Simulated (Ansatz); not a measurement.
Ansatz (a program for electronic structure) input (r2SCAN0/def2-TZVPD):

Ansatz 0.2 input:
```yaml
crystal:
  periodic: [false, false, false]
  atoms:
    - {symbol: Si, position_ang: [-0.05852926, -0.03772682, 0.36149141]}
    - {symbol: O, position_ang: [-0.86889418, 1.27012296, -0.22703814]}
    - {symbol: O, position_ang: [-0.57424114, -1.37217834, -0.45509282]}
    - {symbol: O, position_ang: [1.54566264, 0.16814249, 0.04889653]}
    - {symbol: H, position_ang: [-0.63338032, 2.13481091, 0.12197429]}
    - {symbol: H, position_ang: [-1.50996440, -1.58949301, -0.40863854]}
    - {symbol: H, position_ang: [2.14253586, -0.54583927, 0.29165997]}
basis:
  gaussian:
    orbitals: def2-TZVPD
hamiltonian:
  xc: {name: r2SCAN0}
magnetization: {spin_polarized: true, initial_magnetization: 1}
output: {forces: true}
```

Output:

```
Functional definition: r2SCAN0
integrals: 0.10 GiB planned
1001 factors; their error is unknown
0.29 GiB of the device are held for the grids
0.94 GiB of device memory are held for the factors and their scratch space
mean field: 1.02 GiB planned
mean field evaluation 1: about -14057.8930 eV, gradient 5.9e1 eV
mean field evaluation 2: about -14042.6917 eV, gradient 8.7e1 eV
mean field evaluation 4: about -14068.7552 eV, gradient 1.2e0 eV
mean field evaluation 8: about -14068.7836 eV, gradient 2.2e-1 eV
mean field evaluation 16: about -14068.7837 eV, gradient 5.5e-5 eV
mean field -14068.78369601 eV, -517.0182646643 hartree, gradient 5.5e-5 eV, S^2 0.752987; 0 other end points of the search recorded, 0 dependent functions left out
the calculation of the forces begins
reference -14068.78371752 eV, -517.0182654548 hartree; 21, 20 occupied and 169, 170 virtual orbitals, 1001 factors
Total energy: -14068.78371752 eV, -517.0182654548 hartree
Atom 0 at    -0.058529    -0.037727     0.361491 Å, force     0.082033     0.052522    -0.505475 eV/Å
Atom 1 at    -0.868894     1.270123    -0.227038 Å, force     0.332604    -0.087430     0.288273 eV/Å
Atom 2 at    -0.574241    -1.372178    -0.455093 Å, force    -0.174531     0.329884     0.249829 eV/Å
Atom 3 at     1.545663     0.168142     0.048897 Å, force    -0.272371    -0.315827     0.166623 eV/Å
Atom 4 at    -0.633380     2.134811     0.121974 Å, force    -0.077915    -0.335158    -0.116471 eV/Å
Atom 5 at    -1.509964    -1.589493    -0.408639 Å, force     0.350454     0.095694    -0.002151 eV/Å
Atom 6 at     2.142536    -0.545839     0.291660 Å, force    -0.240273     0.260315    -0.080627 eV/Å
Dipole moment:    -0.045442    -0.029298     0.280629 e Å
```

It need not be the lowest isomer of its formula.
